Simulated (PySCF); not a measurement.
# 2p core levels of `FC(F)(F)C[N]([SiH3])[GeH3]`

Species: C₂H₈F₃GeNSi.
Numbering: `[F:1][C:2]([F:3])([F:4])[CH2:5][N:6]([SiH3:7])[GeH3:8]`

Theory: PySCF 2.14.0, delta-SCF UKS SCAN, pcX-2 on the ionised atom, pcseg-1 elsewhere, spin-free X2C. Each binding energy is the total energy of the core-ionised species, with the hole localised on one atom, minus that of the ground state; both are solved self-consistently, so orbital relaxation is included. 2p3/2 and 2p1/2 are the ΔSCF energy of one spin-free 2p hole plus the eigenvalues of a spin–orbit and ligand-field matrix of the shell. The splitting includes the ligand field, and 2p3/2 is the mean of two sublevels.

When a 2p electron fills a 1s hole, the emitted photon carries the energy difference of the two hole states (Kα1 from 2p3/2, Kα2 from 2p1/2), here at the ground state's geometry.

```json
{"atom": "Si7", "Kα1 (eV)": "1739.85", "Kα2 (eV)": "1739.23", "2p3/2 binding energy (eV)": "107.08"}
```

Problem. What are the 1s and 2p1/2 binding energies?

Solution. 1s = Kα1 + 2p3/2, and 2p1/2 = 1s − Kα2:

| atom | environment | 1s (eV) | 2p1/2 (eV) |
| --- | --- | --- | --- |
| Si7 | SiH3 silicon | 1846.93 | 107.70 |

Problem. And the 1s levels of the other atoms?

Solution. C5 (sp3 carbon bound to nitrogen) 292.50 eV; C2 (CF3 carbon) 298.00 eV; N6 (silicon-bound nitrogen) 404.33 eV; F1/F3/F4 (fluorine of a CF3 group) 693.91 eV.

One atom of each set of topologically equivalent atoms was ionised and stands for the set; in this conformer not all members are related by symmetry, and their own values weren't computed. No level of germanium is listed. Isolated species at its PBE0-D3(BJ)/def2-SVP geometry (one conformer only).

On Arm Neoverse V2, one thread, on a shared host, this took 81 s and 0.81 GiB of memory at its peak.

The values belong to the conformer `[F:1][C:2]([F:3])([F:4])[CH2:5][N:6]([SiH3:7])[GeH3:8]`: F1–C2–C5–N6 58°, C2–C5–N6–Si7 -87°.
